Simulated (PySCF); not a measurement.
Species: C7H8.
Structure used (GFN2-xTB), in Å, numbered top down from 1:
```
atom  x, y, z in Å
C1    -3.066    0.725   -0.042
C2    -1.719    0.215   -0.175
C3    -0.609   -0.227   -0.287
C4     0.740   -0.724   -0.413
C5     1.773    0.273   -0.896
C6     2.486    0.221    0.223
C7     1.579   -0.765    0.903
H8    -3.746   -0.081    0.232
H9    -3.396    1.158   -0.986
H10   -3.101    1.494    0.729
H11    0.739   -1.670   -0.961
H12    1.850    0.813   -1.822
H13    3.391    0.694    0.558
H14    1.054   -0.385    1.778
H15    2.021   -1.733    1.137
```

A PySCF run (density fitting, gas phase, GFN2-xTB geometry) gave HOMO -5.59 eV, LUMO -0.12 eV, dipole 0.25 D and E = -269.727 Eh.

Question: Which of these levels was it?
A. B97-D/3-21G
B. PBE0/aug-cc-pVDZ
C. PBE0/pcSseg-0

Answer: A. It is B97-D/3-21G. All candidates on this geometry:

```
                                                  level and settings           kind  basis functions  SCF cycles     E (Eh)  HOMO (eV)  LUMO (eV)  dipole (D)
                         B97-D/3-21G, fitting basis def2-qzvpp-jkfit            GGA               79          11  -269.7270      -5.59      -0.12        0.25
PBE0/aug-cc-pVDZ, fitting basis def2-qzvpp-jkfit, level shift 0.2 Eh  global hybrid              233          11  -271.1314      -6.95      -0.03        0.24
                                                       PBE0/pcSseg-0  global hybrid               79          13  -270.5005      -7.13       0.48        0.29
```

The nearest other candidate, by the summed differences of HOMO and LUMO, is PBE0/aug-cc-pVDZ: its HOMO differs by -1.36 eV and its LUMO by +0.09 eV. B97-D ran without the empirical dispersion term, which would shift the total energy alone. Cycle counts include a coarse-grid stage where the run had one.
